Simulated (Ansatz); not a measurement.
CH3BClNOTe (`OC1([TeH])NB1Cl`), relaxed with RKS PBE0-D4/def2-TZVP in Ansatz 0.2.0 from a PBE-D4/def2-SVP geometry. The force threshold is 0.005 eV/Å; the program also tests the step.

The species carries charge 0 and has multiplicity 1. Te takes the def2 core potential.

Start:

```xyz
9

O    -1.153    0.164   -1.008
C    -0.180    0.106   -0.010
Te    0.976    2.013    0.136
N     0.539   -1.145    0.023
B    -0.189   -0.933    1.163
Cl   -0.642   -1.608    2.695
H    -1.690    0.961   -0.830
H     1.182    2.072   -1.535
H     1.157   -1.630   -0.633
```

(1) How much energy does the relaxation release, and in how many steps? (Estimate.)

(2) Which bonds change most? (An estimate is asked.)

(3) Give the relaxed structure. (Best estimate.)

Answers

(1) Computed: 0.06 eV, in 14 steps, 2 of them rejected.

(2) The calculation gave: C2–Te3 from 2.234 to 2.166 Å; Te3–H8 from 1.685 to 1.661 Å; N4–B5 from 1.369 to 1.351 Å; N4–H9 from 1.024 to 1.007 Å.

(3) Computed: 
```xyz
9

O    -1.185    0.150   -0.965
C    -0.178    0.119    0.001
Te    0.911    1.987    0.126
N     0.541   -1.121    0.015
B    -0.169   -0.926    1.148
Cl   -0.620   -1.594    2.665
H    -1.682    0.966   -0.850
H     1.238    2.013   -1.502
H     1.143   -1.593   -0.640
```
